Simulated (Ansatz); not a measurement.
The cluster Ga2Cl3. The state is a doublet with charge 0. Geometry r2SCAN-D4/def2-SVP; atoms count from 1.

Cartesian coordinates in Å:
```
Ga 0.518 -1.656 0.287
Ga -0.095 0.683 -0.441
Cl -0.006 -2.319 2.287
Cl -1.811 1.044 -1.703
Cl 1.395 2.248 -0.430
```

The structure comes from a short search, and lower isomers may exist.

(1) Estimate the Mulliken populations from the PBE0/def2-TZVP orbitals of Ansatz.

(2) Where does the spin sit?

(3) And the Mayer bond orders between heavy atoms (over 0.3)?

## Answers

(1) 
```tsv
atom	charge (e)	spin (α − β)
Ga1	0.32	0.56
Ga2	0.48	0.27
Cl3	-0.27	0.07
Cl4	-0.27	0.05
Cl5	-0.27	0.05
```
Mulliken values depend strongly on the basis.

(2) Summed by element: Ga 0.83, Cl 0.17, of 1 unpaired in all. Largest on single atoms: Ga1 0.56, Ga2 0.27, Cl3 0.07.

(3) Ga1–Ga2 0.77 (2.53 Å); Ga1–Cl3 1.09 (2.17 Å); Ga2–Cl4 1.07 (2.16 Å); Ga2–Cl5 1.07 (2.16 Å).
